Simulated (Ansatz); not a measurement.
Stretching the Sn1–H2 bond in CH4Sn (SMILES [CH3][SnH]) (multiplicity 1 held, fragments rigid). Energies count from the point at 1.787 Å.
Geometry at that point (charge 0, multiplicity 1):
```csv
atom,x (Å),y (Å),z (Å)
Sn,0.0098,0.2505,0.2452
H,-0.3459,1.4134,-1.0648
C,-0.0133,-1.4564,-1.1581
H,0.7372,-1.2942,-1.9360
H,-0.9867,-1.5032,-1.6533
H,0.1836,-2.4027,-0.6567
```

Restricted levels (R-, RO-) in cc, def2 and unpolarised 6-31G sets keep to the state of the molecule at rest. Unrestricted levels (U-) break spin symmetry where that is lower. Active spaces are followed from a long bond inwards. Curves can end on different states.

Frozen-core correlation. Filled d and f shells under p-block atoms count as core.

The values were computed with Ansatz (Gaussian basis) for Hartree–Fock, density functionals and correlated methods. Values without a source in brackets are computed. In def2 rows elements past Kr take small-core potentials, without spin–orbit coupling.

Energies in kJ/mol.

```csv
R (Å),R-MP2/def2-SVP,U-MP2/def2-SVP,R-CCSDT/def2-SVP,"CASSCF(2,2)/def2-SVP","FIC-MRCISD+Q on CASSCF(2,2)/def2-SVP"
1.430,111,114,114,120,113
1.609,20,22,22,25,22
1.787,0,0,0,0,0
1.966,15,13,13,9,13
2.145,48,43,41,34,41
2.413,108,114,93,82,93
2.681,168,177,143,128,142
3.128,255,219,204,186,203
3.575,320,233,238,219,237
4.111,370,238,255,234,254
4.826,394,239,261,240,259
5.720,375,240,262,241,261
```

Doubts at one or more of the structures used: a restricted determinant that unrestricted orbitals would lower (R-MP2/def2-SVP, R-CCSDT/def2-SVP); a spin-contaminated determinant (U-MP2/def2-SVP); other coupled-cluster roots lie near (R-CCSDT/def2-SVP); T1 above 0.05 (R-CCSDT/def2-SVP).

Ansatz is a first-principles code.
